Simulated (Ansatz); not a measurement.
Ansatz (an electronic-structure program) input (B3LYP-D3(BJ)/def2-TZVP):

Ansatz 0.2 input:
```yaml
crystal:
  periodic: [false, false, false]
  atoms:
    - {symbol: Zn, position_ang: [-0.00000000, -0.00000000, -0.05266854]}
    - {symbol: H, position_ang: [0.00000000, 0.00000000, 1.58005619]}
basis:
  gaussian:
    orbitals: def2-TZVP
hamiltonian:
  xc: b3lyp
  dispersion: d3bj
magnetization: {spin_polarized: true, initial_magnetization: 1}
phonons: {temperatures: {t_min: 298.15, t_max: 298.15, t_step: 100}}
```

Output:

```
Functional definition: B3LYP
integrals: 0.01 GiB planned
491 factors; integrals over basis functions are off by at most 2.4e-4 eV
mean field: 0.17 GiB planned
mean field evaluation 1: about -48434.8711 eV, gradient 2.1e1 eV
mean field evaluation 2: about -48433.4989 eV, gradient 4.1e1 eV
mean field evaluation 4: about -48435.9942 eV, gradient 4.9e-1 eV
mean field evaluation 8: about -48436.0199 eV, gradient 9.8e-3 eV
mean field evaluation 16: about -48436.0199 eV, gradient 2.6e-5 eV
mean field -48436.01987535 eV, -1779.9908993058 hartree, gradient 2.6e-5 eV, S^2 0.756202; 0 other end points of the search recorded, 0 dependent functions left out
the calculation of the forces begins
reference -48436.02005337 eV, -1779.9909058479 hartree; 16, 15 occupied and 38, 39 virtual orbitals, 491 factors
these checks for a lower state are left out or cut short: stability, starts, cluster_reference, orbital_swaps, neighbouring_geometries, increment
integrals: 0.01 GiB planned
491 factors; integrals over basis functions are off by at most 2.4e-4 eV
mean field: 0.17 GiB planned
mean field -48436.01987531 eV, -1779.9908993043 hartree, gradient 1.8e-6 eV, S^2 0.756202; 0 other end points of the search recorded, 0 dependent functions left out
the calculation of the forces begins
reference -48436.02005333 eV, -1779.9909058464 hartree; 16, 15 occupied and 38, 39 virtual orbitals, 491 factors
these checks for a lower state are left out or cut short: stability, starts, cluster_reference, orbital_swaps, neighbouring_geometries, increment
integrals: 0.01 GiB planned
491 factors; integrals over basis functions are off by at most 2.4e-4 eV
mean field: 0.17 GiB planned
mean field -48436.01987531 eV, -1779.9908993043 hartree, gradient 1.8e-6 eV, S^2 0.756202; 0 other end points of the search recorded, 0 dependent functions left out
the calculation of the forces begins
reference -48436.02005333 eV, -1779.9909058464 hartree; 16, 15 occupied and 38, 39 virtual orbitals, 491 factors
these checks for a lower state are left out or cut short: stability, starts, cluster_reference, orbital_swaps, neighbouring_geometries, increment
integrals: 0.01 GiB planned
491 factors; integrals over basis functions are off by at most 2.4e-4 eV
mean field: 0.17 GiB planned
mean field evaluation 32: about -48436.0199 eV, gradient 1.5e-2 eV
mean field -48436.01987531 eV, -1779.9908993043 hartree, gradient 1.8e-6 eV, S^2 0.756202; 0 other end points of the search recorded, 0 dependent functions left out
the calculation of the forces begins
reference -48436.02005333 eV, -1779.9909058464 hartree; 16, 15 occupied and 38, 39 virtual orbitals, 491 factors
these checks for a lower state are left out or cut short: stability, starts, cluster_reference, orbital_swaps, neighbouring_geometries, increment
integrals: 0.01 GiB planned
491 factors; integrals over basis functions are off by at most 2.4e-4 eV
mean field: 0.17 GiB planned
mean field -48436.01987531 eV, -1779.9908993043 hartree, gradient 1.8e-6 eV, S^2 0.756202; 0 other end points of the search recorded, 0 dependent functions left out
the calculation of the forces begins
reference -48436.02005333 eV, -1779.9909058464 hartree; 16, 15 occupied and 38, 39 virtual orbitals, 491 factors
these checks for a lower state are left out or cut short: stability, starts, cluster_reference, orbital_swaps, neighbouring_geometries, increment
integrals: 0.01 GiB planned
491 factors; integrals over basis functions are off by at most 2.4e-4 eV
mean field: 0.17 GiB planned
mean field -48436.01990316 eV, -1779.9909003275 hartree, gradient 2.4e-6 eV, S^2 0.756160; 0 other end points of the search recorded, 0 dependent functions left out
the calculation of the forces begins
reference -48436.02008114 eV, -1779.9909068682 hartree; 16, 15 occupied and 38, 39 virtual orbitals, 491 factors
these checks for a lower state are left out or cut short: stability, starts, cluster_reference, orbital_swaps, neighbouring_geometries, increment
integrals: 0.01 GiB planned
491 factors; integrals over basis functions are off by at most 2.4e-4 eV
mean field: 0.17 GiB planned
mean field -48436.01979803 eV, -1779.9908964640 hartree, gradient 2.6e-6 eV, S^2 0.756244; 0 other end points of the search recorded, 0 dependent functions left out
the calculation of the forces begins
reference -48436.01997608 eV, -1779.9909030076 hartree; 16, 15 occupied and 38, 39 virtual orbitals, 491 factors
these checks for a lower state are left out or cut short: stability, starts, cluster_reference, orbital_swaps, neighbouring_geometries, increment
integrals: 0.01 GiB planned
491 factors; integrals over basis functions are off by at most 2.4e-4 eV
mean field: 0.17 GiB planned
mean field evaluation 64: about -48436.0199 eV, gradient 2.6e-6 eV
mean field -48436.01987531 eV, -1779.9908993043 hartree, gradient 1.8e-6 eV, S^2 0.756202; 0 other end points of the search recorded, 0 dependent functions left out
the calculation of the forces begins
reference -48436.02005333 eV, -1779.9909058464 hartree; 16, 15 occupied and 38, 39 virtual orbitals, 491 factors
these checks for a lower state are left out or cut short: stability, starts, cluster_reference, orbital_swaps, neighbouring_geometries, increment
integrals: 0.01 GiB planned
491 factors; integrals over basis functions are off by at most 2.4e-4 eV
mean field: 0.17 GiB planned
mean field -48436.01987531 eV, -1779.9908993043 hartree, gradient 1.8e-6 eV, S^2 0.756202; 0 other end points of the search recorded, 0 dependent functions left out
the calculation of the forces begins
reference -48436.02005333 eV, -1779.9909058464 hartree; 16, 15 occupied and 38, 39 virtual orbitals, 491 factors
these checks for a lower state are left out or cut short: stability, starts, cluster_reference, orbital_swaps, neighbouring_geometries, increment
integrals: 0.01 GiB planned
491 factors; integrals over basis functions are off by at most 2.4e-4 eV
mean field: 0.17 GiB planned
mean field -48436.01987531 eV, -1779.9908993043 hartree, gradient 1.8e-6 eV, S^2 0.756202; 0 other end points of the search recorded, 0 dependent functions left out
the calculation of the forces begins
reference -48436.02005333 eV, -1779.9909058464 hartree; 16, 15 occupied and 38, 39 virtual orbitals, 491 factors
these checks for a lower state are left out or cut short: stability, starts, cluster_reference, orbital_swaps, neighbouring_geometries, increment
integrals: 0.01 GiB planned
491 factors; integrals over basis functions are off by at most 2.4e-4 eV
mean field: 0.17 GiB planned
mean field -48436.01987531 eV, -1779.9908993043 hartree, gradient 1.8e-6 eV, S^2 0.756202; 0 other end points of the search recorded, 0 dependent functions left out
the calculation of the forces begins
reference -48436.02005333 eV, -1779.9909058464 hartree; 16, 15 occupied and 38, 39 virtual orbitals, 491 factors
these checks for a lower state are left out or cut short: stability, starts, cluster_reference, orbital_swaps, neighbouring_geometries, increment
integrals: 0.01 GiB planned
491 factors; integrals over basis functions are off by at most 2.4e-4 eV
mean field: 0.17 GiB planned
mean field -48436.01979803 eV, -1779.9908964640 hartree, gradient 2.6e-6 eV, S^2 0.756244; 0 other end points of the search recorded, 0 dependent functions left out
the calculation of the forces begins
reference -48436.01997608 eV, -1779.9909030076 hartree; 16, 15 occupied and 38, 39 virtual orbitals, 491 factors
these checks for a lower state are left out or cut short: stability, starts, cluster_reference, orbital_swaps, neighbouring_geometries, increment
integrals: 0.01 GiB planned
491 factors; integrals over basis functions are off by at most 2.4e-4 eV
mean field: 0.17 GiB planned
mean field evaluation 96: about -48436.0199 eV, gradient 1.4e-5 eV
mean field -48436.01990316 eV, -1779.9909003275 hartree, gradient 2.4e-6 eV, S^2 0.756160; 0 other end points of the search recorded, 0 dependent functions left out
the calculation of the forces begins
reference -48436.02008114 eV, -1779.9909068682 hartree; 16, 15 occupied and 38, 39 virtual orbitals, 491 factors
Total energy: -48436.04127639 eV, -1779.9916857795 hartree
Atom 0 at    -0.000000    -0.000000    -0.052669 Å, force     0.000000    -0.000000    -0.000007 eV/Å
Atom 1 at     0.000000     0.000000     1.580056 Å, force    -0.000000     0.000000     0.000007 eV/Å
Dipole moment:    -0.000000    -0.000000    -0.107066 e Å
Vibrations: 1473.44 cm⁻¹, zero-point energy 0.091342 eV
```

The spin state was set by rule; other spins were not relaxed.
